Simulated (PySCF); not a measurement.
# Basis and Hamiltonian dependence of the ionisation energy of As²⁺

As²⁺ [Ar] 3d10 4s2 4p1 (2P) → As³⁺ [Ar] 3d10 4s2 (1S). All values are computed (PySCF 2.14, energy differences of UHF-based or UKS calculations, no spin-orbit coupling). Values in eV.

| basis | Hamiltonian | functions | UHF | r2SCAN | PBE0 | MP2 (valence) | CCSD(T) (valence) | CCSD(T) (valence and next inner shell) |
| --- | --- | --- | --- | --- | --- | --- | --- | --- |
| aug-cc-pVDZ-DK | spin-free X2C | 36 | 27.474 | 28.353 | 28.154 | 27.627 | 27.716 | n/a |
| cc-pVTZ-PP with ECP10MDF | ECP | 39 | 27.475 | 28.255 | 28.026 | 27.734 | 27.834 | n/a |
| jorge-DZP-DKH | spin-free X2C | 43 | 27.255 | n/a | n/a | 27.227 | 27.178 | n/a |
| ANO-RCC-VTZP | spin-free X2C | 43 | 27.482 | 28.304 | 28.106 | 27.728 | 27.827 | 27.914 |
| x2c-TZVPall | spin-free X2C | 48 | 27.391 | n/a | 28.042 | 27.653 | 27.758 | n/a |
| x2c-TZVPPall | spin-free X2C | 48 | 27.391 | 28.228 | 28.042 | 27.653 | 27.758 | 27.867 |
| aug-cc-pVTZ-PP with ECP10MDF | ECP | 55 | 27.481 | 28.262 | 28.032 | 27.742 | 27.842 | n/a |
| aug-cc-pVTZ-DK | spin-free X2C | 59 | 27.487 | 28.311 | 28.115 | 27.746 | 27.844 | n/a |
| aug-cc-pVTZ-PP with one added diffuse shell each of s, d, f type with ECP10MDF | ECP | 68 | 27.481 | 28.262 | 28.032 | 27.742 | 27.842 | n/a |
| aug-cc-pwCVTZ-PP with ECP10MDF | ECP | 96 | 27.490 | 28.280 | 28.043 | 27.762 | 27.861 | n/a |
| x2c-QZVPPall with one added diffuse shell each of s, p, d, f type | spin-free X2C | 113 | 27.491 | 28.325 | 28.120 | 27.782 | n/a | n/a |
| aug-cc-pVQZ-PP with one added diffuse shell each of s, p, d, f, g type with ECP10MDF | ECP | 114 | 27.487 | 28.266 | 28.035 | 27.780 | n/a | n/a |
| dyall-av3z | spin-free X2C | 144 | 27.485 | 28.316 | 28.113 | 27.746 | n/a | n/a |
| aug-cc-pwCVQZ-PP with ECP10MDF | ECP | 166 | 27.494 | 28.284 | 28.048 | 27.794 | n/a | n/a |

Extrapolation of MP2 (valence) from aug-cc-pwCVTZ-PP with ECP10MDF and aug-cc-pwCVQZ-PP with ECP10MDF: the correlation parts are 0.272 and 0.300 eV; with the X⁻³ form and unrounded values, (4³ × 0.300 − 3³ × 0.272)/(4³ − 3³) = 0.320 eV, and adding the Hartree-Fock value 27.494 eV of the larger basis gives 27.814 eV.

Frozen in the all-electron rows: valence: [Ar] 3d10; valence and next inner shell: [Ne]; with a core potential, the same shells as far as they lie outside it.

Between the lowest levels the reference is 28.349 ± 0.012 eV (measured; NIST Atomic Spectra Database, ionization energies); it includes spin-orbit coupling, which these numbers lack.
